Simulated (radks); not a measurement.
The numbers below are computed, except where a source is named.
Problem. Mean orbital radii <r> (bohr) of neutral nitrogen, [He] 2s2 2p3, of relativity; Dirac values are averaged over j with weights 2j + 1. Spin-unpolarised spherical Kohn-Sham, PBEsol, point nucleus unless stated (finite: rms radius 2.5582 fm), a radial shooting solver on a logarithmic mesh with Libxc functionals. A level marked "c x" has the speed of light scaled by that factor and shares open shells by 2j + 1; other Dirac levels either fill j = l - 1/2 first or share by 2j + 1.

shell  non-rel.
1s       0.2304
2s        1.324
2p        1.484

Give the values at the level "Dirac, c x 1.5".

Solution. 
shell  Dirac, c x 1.5  change of magnitude (%)
1s             0.2303                    -0.04
2s              1.324                    -0.04
2p              1.484                    0.00
